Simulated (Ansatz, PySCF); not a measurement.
Reaction (SMILES): FC(F)(F)F [tetrafluoromethane] + 3 C (CH4) -> 4 CF (CH3F)
Geometries: B3LYP-D3(BJ)/def2-TZVP minima from Ansatz (a program for electronic structure).

Wanted: bond separation energy (electronic energy difference), in kcal/mol. Cores are frozen in the correlated levels unless marked. No spin-orbit coupling. Non-relativistic. CBS(X,Y): correlation extrapolated as X^-3; Hartree-Fock from the larger set. [CCSD(T)-MP2]/basis is that difference in the basis named.

RI-MP2/CBS(aug-cc-pVTZ,aug-cc-pVQZ)+[CCSD(T)-MP2]/aug-cc-pVTZ (Ansatz) gives 47.3 kcal/mol.

Task: Another calculation gave 46.2 kcal/mol. Which level was it?
(A) wB97X-V/def2-TZVPD (Ansatz)
(B) SVWN5/def2-TZVPD (Ansatz)
(C) TPSSh/def2-TZVPD (PySCF)
(D) r2SCANh/def2-TZVPD (Ansatz)

Result: A, wB97X-V/def2-TZVPD (Ansatz). The others give 52.0 (r2SCANh), 40.8 (TPSSh), 55.2 (SVWN5) kcal/mol.
